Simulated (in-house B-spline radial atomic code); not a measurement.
A fraction x of an electron is moved 3p → 3d in the titanium ion Ti⁴⁺, starting from [Ne] 3s2 3p6 and keeping the highest spin. Method: non-relativistic revTPSS, spin-polarised, spherical fractional occupations, point nucleus. Calculated with a B-spline radial code for spherical atoms.

```csv
x,E(x) - E(0) (eV),3p down level (eV),3d up level (eV)
0,0.0000,-89.560,-
0.125,4.6730,-89.473,-52.270
0.25,?,?,?
0.375,13.8838,-89.277,-52.795
0.5,18.4214,-89.167,-53.047
0.625,22.9137,-89.048,-53.293
0.75,?,?,?
0.875,31.7609,-88.786,-53.766
1,36.1152,-88.641,-53.994
```

Q: What belongs in the row x = 0.25?

A: An energy change of 9.3009 eV; 3p down at -89.379 eV, 3d up at -52.536 eV.

Q: What belongs in the row x = 0.75?

A: An energy change of 27.3603 eV; 3p down at -88.921 eV, 3d up at -53.532 eV.

Q: Check Janak's theorem between x = 0.375 and 0.5.

A: The slope of the energy is 36.30 eV; the orbital levels give 36.30 eV (ε of the receiving orbital less ε of the emptying one, averaged over the two points).
